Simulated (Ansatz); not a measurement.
Worked example: InH(CH3)Cl + C3H5 → In(CH3)Cl + C3H6

Species: InH(CH3)Cl, singlet; C3H5 (cyclopropyl) `[CH]1CC1`, doublet; In(CH3)Cl, doublet; C3H6 (cyclopropane) `C1CC1`, singlet. A radical takes H: the energy is the difference in strength between the In–H bond broken and the C–H bond made.

Shapes, held fixed at every level: PBE0-D4/def2-TZVP. Programs: Ansatz 0.2.0. The zero-point and thermal change to 298 K, harmonic and unscaled (PBE0-D4/def2-TZVP), is +18.4 kJ/mol.

At CCSD(T)/def2-TZVPP; 1 Eh = 2625.50 kJ/mol:

```
   species  energy (Eh)
InH(CH3)Cl  -689.691849
      C3H5  -116.988711
 In(CH3)Cl  -689.077563
      C3H6  -117.672448
```

Q: Work out ΔH(298 K) of the reaction at this level.

A: 
1. Products less reactants: (-689.077563) + (-117.672448) − [(-689.691849) + (-116.988711)] = -0.069451 Eh = -182.3 kJ/mol.
2. With the thermal change: -182.3 + (+18.4) = -163.9 kJ/mol.

Other levels give -174.8 (SPW92/def2-TZVPP) to -141.8 kJ/mol (HF/def2-TZVPP). No measured value is set beside it here. Spin contamination: In(CH3)Cl (⟨S²⟩ up to 0.78). Open shells run unrestricted. For atoms past krypton def2 sets carry core potentials with scalar relativity. Outer-core shells of In are correlated, in sets that cover them unevenly.
